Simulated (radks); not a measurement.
Question: All-electron atom: the neon ion Ne4+ in 1s1.5 2s2 2p2 3d0.5 (fractional occupations, a model configuration). All-electron calculation, scalar-relativistic Kohn-Sham, exchange-only PBE, spin-polarised, spherical densities, finite nucleus; open shells are filled with parallel spins first; Fermi nuclear charge, rms radius 3.0055 fm. Program: a radial shooting solver on a logarithmic mesh with Libxc functionals. Some entries of the table are withheld. Estimate them.

| orbital | occ. | eigenvalue (hartree) | <r> (bohr) | <r^2> (bohr^2) |
|---|---|---|---|---|
| 1s up | 1 | -37.31325 | 0.1548 | 0.03224 |
| 1s down | 0.5 | -36.54377 | 0.1554 | 0.03247 |
| 2s up | 1 | -5.32601 | 0.7281 | 0.6257 |
| 2s down | 1 | -5.00397 | 0.7449 | 0.6557 |
| 2p up | 2 | -4.59633 | 0.6561 | (1) |
| 2p down | 0 | -4.23714 | 0.6789 | (2) |
| 3d up | 0.5 | -1.21654 | 1.989 | 4.607 |

Answer: 
(1) 2p up <r^2> (bohr^2): 0.5295
(2) 2p down <r^2> (bohr^2): 0.5686
